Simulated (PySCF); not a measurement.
Electron correlation in Sn⁺ (tin, charge +1)

[Kr] 4d10 5s1 5p2, high-spin 4P determinant (an excited configuration). All numbers are calculated (PySCF 2.14, a scalar-relativistic core potential, in aug-cc-pVQZ-PP with ECP28MDF). Frozen: 4s2 4p6 4d10; 3 electrons correlated.

| level | correlation energy (mhartree) |
| --- | --- |
| CCSD | -11.00 |
| (T) | -0.07 |
| CCSD(T) | -11.07 |

Diagnostics: T1 = 0.0027, D1 = 0.0055, largest double amplitude 0.028.

Cost of the coupled-cluster step: about 13 core-seconds, for 3 correlated electrons.

Iterations:

```
CC2 = 0
CCSD nocc = (np.int64(3), np.int64(0)), nmo = (83, 83)
frozen orbitals [[0, 1, 2, 3, 4, 5, 6, 7, 8], [0, 1, 2, 3, 4, 5, 6, 7, 8]]
max_cycle = 100
direct = 0
conv_tol = 1e-08
conv_tol_normt = 1e-06
diis_space = 8
diis_start_cycle = 0
Init t2, MP2 energy = -0.00775745562081822
Init E_corr(UCCSD) = -0.00775745562595557
cycle = 1  E_corr(UCCSD) = -0.00991583177046966  dE = -0.00215837614  norm(t1,t2) = 0.0219434
cycle = 2  E_corr(UCCSD) = -0.0106091335163342  dE = -0.000693301746  norm(t1,t2) = 0.00822622
cycle = 3  E_corr(UCCSD) = -0.0110084022111996  dE = -0.000399268695  norm(t1,t2) = 0.00329684
cycle = 4  E_corr(UCCSD) = -0.0110017341153186  dE = 6.66809588e-06  norm(t1,t2) = 0.000299342
cycle = 5  E_corr(UCCSD) = -0.0110022698821945  dE = -5.35766876e-07  norm(t1,t2) = 3.03202e-05
cycle = 6  E_corr(UCCSD) = -0.0110021517283389  dE = 1.18153856e-07  norm(t1,t2) = 4.7526e-06
cycle = 7  E_corr(UCCSD) = -0.0110021981969567  dE = -4.64686177e-08  norm(t1,t2) = 5.83493e-07
cycle = 8  E_corr(UCCSD) = -0.0110021931142892  dE = 5.08266746e-09  norm(t1,t2) = 8.63263e-08
UCCSD converged
E(UCCSD) = -212.9453346314546  E_corr = -0.0110021931142892
UCCSD(T) correction = -7.23101725806765e-05
```
